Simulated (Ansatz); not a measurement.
Geometry optimisation of the cluster Ag₂Br⁺.

```yaml
crystal:
  periodic: [false, false, false]
  atoms:
    - {symbol: Ag, position_ang: [0.578064, 1.408646, -1.460096]}
    - {symbol: Ag, position_ang: [-1.407957, -1.079642, 1.141208]}
    - {symbol: Br, position_ang: [0.829893, -0.329014, 0.318887]}
basis:
  gaussian: {orbitals: def2-TZVP}
total_charge: 1
magnetization: {spin_polarized: true, initial_magnetization: 4}
hamiltonian: {xc: pbe0, dispersion: d4}
scf: {lower_state_search: "off"}
output: {orbitals: {seedname: orbitals}}
relax: {f_tol: 0.02, max_steps: 100}
```

```sh
$ ansatz run in.yaml --threads 4 --pin off --events-out ev --progress --plain --max-ram 3916MiB
```

It prints (some lines left out):

```
Functional definition: PBE0
mean field -78024.83196903 eV, -2867.3596877313 hartree, gradient 1.3e-6 eV, S^2 6.006459; 0 other end points of the search recorded, 0 dependent functions left out
relax step   1: F+E_penalty+E_count = -78024.92042016 eV  Δ(F+E_penalty+E_count) = +0.000e0 eV  max|allowed force component| = 9.756e-1 eV/Å  Δτ_max = 0.0000 Å  (83 SCF iters, accepted)
mean field -78025.00440955 eV, -2867.3660248034 hartree, gradient 2.0e-6 eV, S^2 6.006919; 0 other end points of the search recorded, 0 dependent functions left out
relax step   2: F+E_penalty+E_count = -78025.09009680 eV  Δ(F+E_penalty+E_count) = -1.697e-1 eV  max|allowed force component| = 3.197e-1 eV/Å  Δτ_max = 0.1099 Å  (33 SCF iters, accepted)
mean field -78025.03389911 eV, -2867.3671085248 hartree, gradient 1.9e-6 eV, S^2 6.007080; 0 other end points of the search recorded, 0 dependent functions left out
relax step   3: F+E_penalty+E_count = -78025.11855084 eV  Δ(F+E_penalty+E_count) = -2.845e-2 eV  max|allowed force component| = 1.343e-1 eV/Å  Δτ_max = 0.0465 Å  (32 SCF iters, accepted)
mean field -78025.04283977 eV, -2867.3674370879 hartree, gradient 2.8e-6 eV, S^2 6.007192; 0 other end points of the search recorded, 0 dependent functions left out
relax step   4: F+E_penalty+E_count = -78025.12687461 eV  Δ(F+E_penalty+E_count) = -8.324e-3 eV  max|allowed force component| = 7.977e-3 eV/Å  Δτ_max = 0.0468 Å  (32 SCF iters, accepted)
Total energy: -78025.12691914 eV, -2867.3705269478 hartree
Atom 0 at     0.604375     1.547640    -1.603461 Å, force     0.002828    -0.003045     0.003063 eV/Å
Atom 1 at    -1.562837    -1.167664     1.235170 Å, force     0.005149    -0.000126     0.000011 eV/Å
Atom 2 at     0.958461    -0.379986     0.368290 Å, force    -0.007977     0.003170    -0.003073 eV/Å
Dipole moment:     0.072402    -0.028703     0.027820 e Å
Checks for a lower state left out: stability, starts, cluster_reference, orbital_swaps, neighbouring_geometries, increment
```

It took 17 s on 4 threads of Arm Neoverse V1 on a shared host.

In the def2 sets Ag takes a core potential; there is no spin–orbit coupling. The relaxation made no stability test and no search for a lower SCF solution. At PBE0-D4/def2-TZVP a singlet of charge 1 lies 7.61 eV below the quintet, each at its own geometry. The structure comes from a short search, and lower isomers may exist.
